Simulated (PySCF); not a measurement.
An unknown is described by computed data only.

Formula: C7H5NO.

- Triplet: lowest triplet excitation (Tamm–Dancoff): 3.73 eV [TDA wB97X-D/def2-SVPD]
- Polarisability: 86.8 au [wB97X-D/def2-SVPD]
- Rotational structure: rotational constants A, B, C: 4.026, 1.659, 1.175 GHz [PBE0-D3(BJ)/def2-SVP]
- 13C NMR: chemical shifts (computed TMS as zero) by class: 172.3 (1 C), 159.8 (1 C), 140.6 (1 C), 131.4 (1 C), 127.4 (1 C), 122.9 (1 C), 116.2 (1 C) ppm [GIAO HF/pcSseg-1]
- Couplings: largest of the computed one-bond spin–spin couplings (means over like bonds): 13C–1H +199.2, 13C–1H +175.2, 13C–1H +170.7, 13C–1H +169.0, 13C–1H +168.1 Hz [B3LYP/pcJ-1, spin–dipole term left out]
- Dipole: 3.22 D [wB97X-D/def2-SVPD]
- 1H NMR: chemical shifts (computed TMS as zero) by class: 8.97 (1 H), 8.06 (1 H), 7.92 (1 H), 7.88 (1 H), 7.43 (1 H) ppm [GIAO HF/pcSseg-1]
- NMR, other nuclei: isotropic shieldings of nuclei other than C and H, by class: -172 (1 N), 13 (1 O) ppm [GIAO HF/pcSseg-1]
- UV, first state: lowest singlet excitation: 5.08 eV (244 nm, f = 0.052) [TDDFT wB97X-D/def2-SVPD]
- UV, strongest line: among the 10 lowest singlet transitions: S4 at 6.70 eV (185 nm, f = 0.421) [TDDFT wB97X-D/def2-SVPD]

Electronic properties: PySCF, gas phase, density fitting. Levels stand in brackets. Geometry: PBE0-D3(BJ)/def2-SVP; no solvent, vibrations or thermal averaging. Each NMR value is the plain mean over a class of atoms that symmetry, rotation or inversion makes alike.

Question: What is the compound? Reason from the data.

Answer: Numbering: `[cH:1]1[cH:2][cH:3][c:4]2[o:5][n:6][cH:7][c:8]2[cH:9]1`. Its formula, C7H5NO, gives 6 degrees of unsaturation: 2 rings and 4 π bonds in the structure found (Kekulé form). 7 carbons fall into 7 classes; from least to most shielded: ring-fusion aromatic carbon [C4] (172.3 ppm), aromatic CH next to a ring nitrogen [C7] (159.8 ppm), aromatic CH carbon [C2] (140.6 ppm), aromatic CH carbon [C9] (131.4 ppm), aromatic CH carbon [C1] (127.4 ppm), ring-fusion aromatic carbon [C8] (122.9 ppm), aromatic CH carbon [C3] (116.2 ppm). Hydrogen classes from least to most shielded: 1 H on an aromatic CH next to a ring nitrogen, C7 (8.97 ppm), 1 H on an aromatic CH carbon, C9 (8.06 ppm), 1 H on an aromatic CH carbon, C3 (7.92 ppm), 1 H on an aromatic CH carbon, C2 (7.88 ppm), 1 H on an aromatic CH carbon, C1 (7.43 ppm). The other shieldings belong to: -172 ppm, pyridine-type nitrogen [N6]; 13 ppm, ring oxygen [O5]. The couplings run between: +199.2 Hz, aromatic CH next to a ring nitrogen [C7] and its hydrogen; +175.2 Hz, aromatic CH carbon [C3] and its hydrogen; +170.7 Hz, aromatic CH carbon [C9] and its hydrogen; +169.0 Hz, aromatic CH carbon [C1] and its hydrogen; +168.1 Hz, aromatic CH carbon [C2] and its hydrogen. The optimised geometry has point group Cs and is an asymmetric top. Structure: 1,2-benzisoxazole (`c1ccc2oncc2c1`). Computed isomers that give other values at the same levels: `N#Cc1ccccc1O` (rotational constant A: 3.069 GHz; this holds for the one conformer computed); `N#COc1ccccc1` (lowest singlet excitation: 5.40 eV (230 nm, f = 0.007)); `N#Cc1cccc(O)c1` (rotational constant A: 3.411 GHz; this holds for the one conformer computed). The assignments are read from this structure; whether some other isomer fits the data as well wasn't checked.
